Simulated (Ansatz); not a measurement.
Z-matrix (Å, degrees):
```
C
B 1 1.592
N 1 1.273 2 115.3
H 1 1.097 2 122.9 3 -180.0
O 2 1.339 1 115.9 3 -0.0
H 2 1.196 1 124.6 3 180.0
H 3 1.020 1 113.2 2 -180.0
H 5 0.974 2 108.2 1 0.0
```

Total charge 0; spin multiplicity 1.

(1) List the ωB97M-V/def2-TZVPP orbital energies in eV (Ansatz 0.2.0). (An estimate is asked.)

Answers

(1) Computed: Occupied: -526.56, -395.07, -282.53, -188.25, -31.60, -28.33, -20.18, -18.13, -17.06, -15.36, -13.70, -13.35, -11.95, -11.86, -10.33. Lowest empty: 0.33, 2.42, 2.98, 3.34, 3.38, 3.89, 5.00, 5.36.
